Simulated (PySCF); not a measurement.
PySCF input file for Si(CCH)2(Cl)(H) (C4H3ClSi), SMILES C#C[SiH](Cl)C#C, HF/pcSseg-1. Geometry optimised at B3LYP-D3(BJ)/def2-SVP.

```python
import numpy as np
from pyscf import gto, scf, dft
from pyscf.prop.nmr import rhf as nmr

mol = gto.M(
    atom='''
    Si    0.56264631   -0.00545619   -0.00000000
    Cl   -0.27569985   -1.90332141   -0.00000000
    C     0.01317260    0.89019879   -1.49261481
    C    -0.33961904    1.48900943   -2.49129044
    C     0.01317260    0.89019878    1.49261481
    C    -0.33961904    1.48900942    2.49129046
    H     2.03522347   -0.15281887    0.00000000
    H    -0.65400855    2.01758553   -3.37322730
    H    -0.65400854    2.01758551    3.37322731
    ''',
    basis='pcSseg-1',
    charge=0,
    spin=0,
    max_memory=1600,
    verbose=3,
)
mf = scf.RHF(mol)
mf.conv_tol = 1e-10
mf.max_cycle = 100
mf.kernel()
n = nmr.NMR(mf)
n.verbose = 2
n.max_cycle_cphf = 60
sigma = n.kernel()
print('atom   isotropic/ppm   span/ppm')
for i, s in enumerate(sigma):
    w = np.linalg.eigvalsh((s + s.T) / 2)
    print(f'{mol.atom_symbol(i):2s}{i + 1:3d} {w.mean():14.3f} {w[2] - w[0]:11.3f}')
```

Program output:

```
converged SCF energy = -901.527964226171
atom   isotropic/ppm   span/ppm
Si  1        445.596      42.261
Cl  2        971.402     152.231
C   3        108.567     294.165
C   4         80.128     240.389
C   5        108.567     294.165
C   6         80.128     240.389
H   7         27.025       8.666
H   8         28.670      14.672
H   9         28.670      14.672
```

The run converged.

Cost: around 13 core-seconds (rough).
